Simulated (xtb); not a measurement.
Si(F)2(OH)(SeH) (F₂H₂OSeSi), SMILES [SeH][Si](O)(F)F. All values are semi-empirical tight-binding results from xtb (GFN2-xTB unless named), good for trends rather than for accurate numbers. The structure is a stationary point at GFN2-xTB. The structure was generated by enumeration, and PubChem lists no compound with its InChIKey, so it may never have been made. The values are those of a single conformer.

```json
{
  "orbital_gap": "4.74 eV",
  "zero_point_energy": "16.6 kcal/mol",
  "G − E(el) at 298.15 K (modified RRHO)": "-4.2 kcal/mol",
  "static polarisability (D4 model)": "71.7 bohr³",
  "solvation energy, GFN2-xTB/ALPB(water)": "-6.3 kcal/mol",
  "solvation energy, GFN2-xTB/ALPB(acetone)": "-6.9 kcal/mol"
}
```
